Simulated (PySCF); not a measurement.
Identify the compound

Molecular formula: C6H8FP3. Simulated spectra:

¹H NMR (300 MHz, computed): δ 3.42 (m, 2H), 3.31 (m, 3H), 1.37 (t, 3H).

¹³C{¹H} NMR (computed): δ 257.4 (C), 227.9 (C), 218.5 (C), 40.3 (CH2), 30.6 (CH3), 29.4 (CH3).

Theory: geometry from PBE0-D3(BJ)/def2-SVP, B3LYP/pcSseg-1 with gauge-including orbitals, in PySCF (one averaged value for each set of equivalent atoms, no solvent model, one computed conformer, no relativistic terms).

Chemical shifts δ = σref − σ; ¹H (σref 31.38) and ¹³C (σref 179.24) vs TMS, all at this level.

Question: Propose a structure and justify it.

Answer: 
6 carbon signals for 6 carbons: no two carbons are equivalent. Carbon types of the structure: 3 × C, 1 × CH2, 2 × CH3, which accounts for all hydrogens. δC 257.4: aromatic carbon bearing fluorine; the electronegative substituent deshields the carbon that carries it. δC 227.9, 218.5: substituted aromatic carbon. δC 40.3: sp3 CH2 on an aromatic ring; aliphatic region, no heteroatom directly attached. δC 30.6: methyl carbon on an aromatic ring; saturated and bonded to C and H only. δC 29.4: methyl carbon; aliphatic region, no heteroatom directly attached. δH 3.42: hydrogen on an sp3 CH2 on an aromatic ring. δH 3.31: hydrogen on a methyl carbon on an aromatic ring.

The compound is SMILES CCc1pc(C)pc(F)p1.

The shifts were computed for this structure.

Splittings by ¹⁹F and ³¹P in the carbon and heteronuclear signals aren't shown, as no couplings were computed. Shifts are as computed. Against solution values, carbons near 30 ppm lie about +2 ppm off and those near 130 ppm about +6 ppm. Of 1313 compounds with measured shifts, 239 miss one by over three times the rms of a fit or turn the order of signals round; such compounds aren't used in these exercises. No couplings were computed; multiplicities are counted from neighbouring protons, with m where these are inequivalent, close in shift, in a saturated or five-membered ring or joined by F or P, and br s for small geminal =CH2 splittings.
